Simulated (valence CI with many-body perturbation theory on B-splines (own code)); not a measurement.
# E1 transitions of As²⁸⁺

Method: valence CI with perturbative core correlation (CI+MBPT): three valence electrons over a frozen Dirac-Fock core [He], radial functions for each j: 11 s, 11 p, 10 d, 8 f, 5 g, 2 h, with the one-electron correlation potential Σ1, the two-electron term Σ2, the three-electron term Σ3, Breit, model QED; selected CI, second order for the rest, scaled by the run's own slope (own B-spline code, finite nucleus).

No measured spectrum was set against this ion. As an estimate, large intervals hold to a few tenths of a per cent, small ones and those within an open d or f shell to about a per cent.

Lines 101 to 150 of 586 in falling wavelength, among levels below 20411 × 10³ cm⁻¹, chosen from the strongest by gf and those to the six lowest levels. Wavelengths and rates use the calculated energies. Electric multipoles are in the length gauge, E1 and E2 with the static RPA response of the core. Weak lines are less certain than strong ones. Lines between different terms over intervals too small for the method are left out, as are lines whose strength nearly cancels. The highest levels of a list are the least certain.

Levels are named by their leading jj configuration (3d3/2^4 stands for four electrons in 3d with j = 3/2), which in mixed levels can hold well under half, so a name can repeat and another be missing. Letters in brackets count levels of one name in rising energy.

| λ vac (nm) | Upper | Lower | A (s⁻¹) | S (a.u.) with core polarisation | S without |
| --- | --- | --- | --- | --- | --- |
| 31.79 | (2p1/2 2p3/2 3p3/2) J=5/2 [b] | (2p1/2 2p3/2 3s) J=3/2 [b] | 2.79e+09 | 2.66e-01 | 2.66e-01 |
| 31.64 | (2s 2p3/2 3p3/2) J=7/2 | (2s 2p3/2 3s) J=5/2 | 3.45e+09 | 4.32e-01 | 4.32e-01 |
| 29.98 | (2s 2p1/2 3p3/2) J=5/2 | (2s 2p1/2 3s) J=3/2 | 4.13e+09 | 3.29e-01 | 3.29e-01 |
| 29.72 | (2s^2 3p3/2) J=3/2 | (2s^2 3s) J=1/2 | 3.66e+09 | 1.90e-01 | 1.90e-01 |
| 29.34 | (2s 2p3/2 3p3/2) J=3/2 [b] | (2s 2p3/2 3s) J=1/2 | 2.35e+09 | 1.17e-01 | 1.17e-01 |
| 28.57 | (2s 2p1/2 3p3/2) J=3/2 [a] | (2s 2p1/2 3s) J=1/2 [a] | 3.80e+09 | 1.75e-01 | 1.75e-01 |
| 27.54 | (2p1/2 2p3/2 3p3/2) J=5/2 [b] | (2p1/2 2p3/2 3s) J=5/2 | 1.90e+09 | 1.17e-01 | 1.17e-01 |
| 24.55 | (2s 2p3/2 3p3/2) J=5/2 [a] | (2s 2p3/2 3s) J=5/2 | 2.44e+09 | 1.07e-01 | 1.07e-01 |
| 24.16 | (2p3/2^2 3p3/2) J=3/2 [a] | (2p3/2^2 3s) J=3/2 | 7.77e+09 | 2.17e-01 | 2.17e-01 |
| 13.60 | (2p1/2^2 2p3/2) J=3/2 | (2s 2p1/2 2p3/2) J=3/2 [b] | 1.64e+09 | 8.16e-03 | 8.18e-03 |
| 12.85 | (2p1/2 2p3/2 3d5/2) J=7/2 [a] | (2s 2p3/2 3d5/2) J=9/2 | 6.16e+09 | 5.16e-02 | 5.17e-02 |
| 12.77 | (2p1/2^2 4d5/2) J=5/2 | (2s 2p1/2 4d5/2) J=7/2 | 9.70e+09 | 5.98e-02 | 5.99e-02 |
| 12.47 | (2p3/2^2 3d5/2) J=9/2 | (2s 2p3/2 3d5/2) J=7/2 [c] | 7.25e+09 | 6.93e-02 | 6.96e-02 |
| 12.30 | (2p1/2^2 3d5/2) J=5/2 | (2s 2p1/2 3d5/2) J=7/2 | 1.02e+10 | 5.63e-02 | 5.65e-02 |
| 12.21 | (2p3/2^2 3p3/2) J=7/2 | (2s 2p3/2 3p3/2) J=5/2 [b] | 1.19e+10 | 8.57e-02 | 8.60e-02 |
| 12.13 | (2p3/2^2 3s) J=5/2 | (2s 2p3/2 3s) J=3/2 [b] | 1.01e+10 | 5.36e-02 | 5.38e-02 |
| 11.81 | (2p1/2 2p3/2 3d5/2) J=9/2 | (2s 2p3/2 3d5/2) J=9/2 | 7.69e+09 | 6.25e-02 | 6.27e-02 |
| 11.77 | (2p1/2 2p3/2 3p3/2) J=7/2 | (2s 2p3/2 3p3/2) J=7/2 | 8.72e+09 | 5.61e-02 | 5.63e-02 |
| 11.65 | (2p3/2^2 3d3/2) J=7/2 | (2s 2p3/2 3d3/2) J=5/2 [b] | 7.28e+09 | 4.54e-02 | 4.56e-02 |
| 11.54 | (2p3/2^2 3p1/2) J=5/2 | (2s 2p3/2 3p1/2) J=3/2 [b] | 1.02e+10 | 4.66e-02 | 4.67e-02 |
| 11.35 | (2p1/2 2p3/2 3s) J=5/2 | (2s 2p3/2 3s) J=5/2 | 9.57e+09 | 4.14e-02 | 4.16e-02 |
| 11.07 | (2p1/2 2p3/2^2) J=3/2 | (2s 2p1/2 2p3/2) J=1/2 | 1.59e+10 | 4.27e-02 | 4.29e-02 |
| 10.64 | (2p1/2 2p3/2^2) J=5/2 | (2s 2p3/2^2) J=5/2 | 1.66e+10 | 5.94e-02 | 5.96e-02 |
| 10.28 | (2s 2p3/2^2) J=5/2 | (2s^2 2p3/2) J=3/2 | 1.05e+10 | 3.38e-02 | 3.39e-02 |
| 10.06 | (2p1/2 2p3/2^2) J=3/2 | (2s 2p1/2 2p3/2) J=3/2 [b] | 8.98e+09 | 1.81e-02 | 1.81e-02 |
| 10.05 | (2p1/2^2 2p3/2) J=3/2 | (2s 2p1/2 2p3/2) J=5/2 | 2.45e+10 | 4.89e-02 | 4.91e-02 |
| 9.693 | (2p3/2^3) J=3/2 | (2s 2p3/2^2) J=3/2 | 4.85e+10 | 8.72e-02 | 8.74e-02 |
| 9.358 | (2p3/2^2 3d5/2) J=5/2 [b] | (2s 2p3/2 3d5/2) J=5/2 [b] | 2.03e+10 | 4.92e-02 | 4.94e-02 |
| 9.313 | (2p1/2 2p3/2 3p3/2) J=5/2 [a] | (2s 2p1/2 3p3/2) J=3/2 [a] | 1.59e+10 | 3.81e-02 | 3.82e-02 |
| 9.311 | (2p1/2 2p3/2^2) J=5/2 | (2s 2p1/2 2p3/2) J=3/2 [b] | 1.26e+10 | 3.00e-02 | 3.01e-02 |
| 9.238 | (2p1/2 2p3/2 3d5/2) J=9/2 | (2s 2p1/2 3d5/2) J=7/2 | 9.36e+09 | 3.64e-02 | 3.65e-02 |
| 9.153 | (2p3/2^2 3p3/2) J=3/2 [b] | (2s 2p3/2 3p3/2) J=3/2 [b] | 2.26e+10 | 3.41e-02 | 3.43e-02 |
| 9.134 | (2p1/2 2p3/2 3p3/2) J=7/2 | (2s 2p1/2 3p3/2) J=5/2 | 1.40e+10 | 4.21e-02 | 4.22e-02 |
| 9.012 | (2p1/2^2 2p3/2) J=3/2 | (2s 2p1/2 2p3/2) J=3/2 [a] | 1.56e+10 | 2.26e-02 | 2.26e-02 |
| 9.002 | (2p3/2^2 3d5/2) J=5/2 [b] | (2s 2p3/2 3d5/2) J=7/2 [c] | 3.32e+10 | 7.18e-02 | 7.20e-02 |
| 8.987 | (2p3/2^2 3p1/2) J=1/2 | (2s 2p3/2 3p1/2) J=3/2 [b] | 4.92e+10 | 3.53e-02 | 3.54e-02 |
| 8.945 | (2p3/2^2 3p3/2) J=3/2 [b] | (2s 2p3/2 3p3/2) J=5/2 [b] | 3.54e+10 | 5.01e-02 | 5.02e-02 |
| 8.944 | (2p3/2^2 3d3/2) J=3/2 [b] | (2s 2p3/2 3d3/2) J=5/2 [b] | 3.83e+10 | 5.41e-02 | 5.43e-02 |
| 8.881 | (2s 2p3/2 3d5/2) J=7/2 [c] | (2s^2 3d5/2) J=5/2 | 2.64e+10 | 7.30e-02 | 7.33e-02 |
| 8.805 | (2s 2p3/2 4f7/2) J=7/2 [b] | (2s^2 4f7/2) J=7/2 | 3.31e+10 | 8.92e-02 | 8.95e-02 |
| 8.803 | (2s 2p3/2 4f5/2) J=5/2 [b] | (2s^2 4f5/2) J=5/2 | 3.65e+10 | 7.38e-02 | 7.41e-02 |
| 8.772 | (2s 2p3/2 4d5/2) J=7/2 [b] | (2s^2 4d5/2) J=5/2 | 3.07e+10 | 8.19e-02 | 8.22e-02 |
| 8.750 | (2s 2p3/2 4p3/2) J=5/2 [b] | (2s^2 4p3/2) J=3/2 | 3.81e+10 | 7.57e-02 | 7.59e-02 |
| 8.731 | (2s 2p3/2 4f7/2) J=9/2 [b] | (2s^2 4f7/2) J=7/2 | 3.07e+10 | 1.01e-01 | 1.01e-01 |
| 8.725 | (2s 2p3/2 4f5/2) J=7/2 [b] | (2s^2 4f5/2) J=5/2 | 2.69e+10 | 7.04e-02 | 7.07e-02 |
| 8.720 | (2s 2p3/2 3p3/2) J=5/2 [b] | (2s^2 3p3/2) J=3/2 | 3.35e+10 | 6.57e-02 | 6.60e-02 |
| 8.719 | (2s 2p3/2 4d3/2) J=3/2 [b] | (2s^2 4d3/2) J=3/2 | 3.96e+10 | 5.19e-02 | 5.20e-02 |
| 8.709 | (2s 2p3/2 4d3/2) J=5/2 [b] | (2s^2 4d3/2) J=3/2 | 3.07e+10 | 6.00e-02 | 6.03e-02 |
| 8.699 | (2s 2p3/2 4d5/2) J=5/2 [b] | (2s^2 4d5/2) J=5/2 | 4.10e+10 | 8.00e-02 | 8.02e-02 |
| 8.687 | (2p3/2^2 3s) J=3/2 | (2s 2p3/2 3s) J=3/2 [a] | 2.66e+10 | 3.44e-02 | 3.45e-02 |
